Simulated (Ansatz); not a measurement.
One change: `N[SiH](O)F` becomes `[NH2][GeH]([OH])[F]`.

Ansatz, PBE0-D4/def2-TZVP geometries, multiplicity 1. Each molecule was computed in one conformer, which needn't be the lowest.

Scalar relativity is left out up to krypton.

```json
{"property": "LUMO energy (PBE/def2-TZVPP) / eV", "`N[SiH](O)F`": "-0.08"}
{"property": "HOMO energy (PBE/def2-TZVPP) / eV", "`N[SiH](O)F`": "-6.46"}
{"property": "HOMO–LUMO gap (PBE/def2-TZVPP) / eV", "`N[SiH](O)F`": "6.38"}
{"property": "ideal-gas entropy at 298 K and 1 bar (rigid rotor, harmonic PBE0-D4/def2-TZVP) / J/(mol·K)", "`N[SiH](O)F`": "308"}
{"property": "LUMO energy (PBE0/def2-TZVPP) / eV", "`N[SiH](O)F`": "0.78"}
{"property": "HOMO–LUMO gap (B3LYP/def2-TZVPP) / eV", "`N[SiH](O)F`": "8.10"}
```

(1) What does the change do to each property? (An estimate is asked.)

Results:

(1) The calculation gave: 
| property | `[NH2][GeH]([OH])[F]` | shift |
| --- | --- | --- |
| LUMO energy (PBE/def2-TZVPP) / eV | -0.51 | -0.43 |
| HOMO energy (PBE/def2-TZVPP) / eV | -6.60 | -0.14 |
| HOMO–LUMO gap (PBE/def2-TZVPP) / eV | 6.09 | -0.29 |
| ideal-gas entropy at 298 K and 1 bar (rigid rotor, harmonic PBE0-D4/def2-TZVP) / J/(mol·K) | 327 | 19 |
| LUMO energy (PBE0/def2-TZVPP) / eV | 0.46 | -0.32 |
| HOMO–LUMO gap (B3LYP/def2-TZVPP) / eV | 7.93 | -0.17 |

With PBE0 the HOMO falls by 0.19 eV and the LUMO falls by 0.32 eV, so the gap narrows by about 0.13 eV. PBE moves the HOMO by -0.14 eV and ωB97M-V by -0.21 eV.

B3LYP here is the variant with VWN-RPA as its local correlation; programs differ in this.
